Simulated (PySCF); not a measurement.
Ionising SbBr

UHF-CCSD(T); PySCF, scalar-relativistic core potentials, basis sets Sb cc-pVDZ-PP with ECP28, Br cc-pVDZ-PP with ECP10. Neutral (UHF): triplet (π ↑↑), Re = 2.540 Å, ωe = 248 cm⁻¹, De = 2.11 eV.

SbBr⁺ (UHF): doublet (π ↑), Re = 2.421 Å, ωe = 301 cm⁻¹, De = 2.72 eV to Sb⁺ + Br. The energies at the minima are -655.02231 hartree for SbBr and -654.71839 for SbBr⁺.

Question: Work out the adiabatic ionisation energy, without and with harmonic zero-point energies (1 hartree = 27.2114 eV, 1 eV = 8065.5 cm⁻¹), and the change of the bond length.

Answer: At UHF-CCSD(T): 0.30392 hartree = 8.270 eV between the minima; the zero-point term (301.0 − 248.0)/2 cm⁻¹ = +0.003 eV makes it 8.273 eV. Re changes by -11.9 pm against the neutral. The electron leaves a π orbital, and the shorter bond of the ion fits an antibonding orbital, or a change in how ionic the bond is.

Correlated steps freeze 8 core orbitals. Correlated levels converge slowly with the basis: in double zeta they bind strong bonds too weakly, by up to about 1 eV, and carry superposition errors of some tenths. These are scalar-relativistic numbers at best; spin–orbit coupling would shift them, the dissociation energy most. For an ion De counts to the pair picked by the measured ionisation energies or electron affinities, which need not be the lowest pair at this level. States were picked by a PBE0 search and need not be the measured ground states.
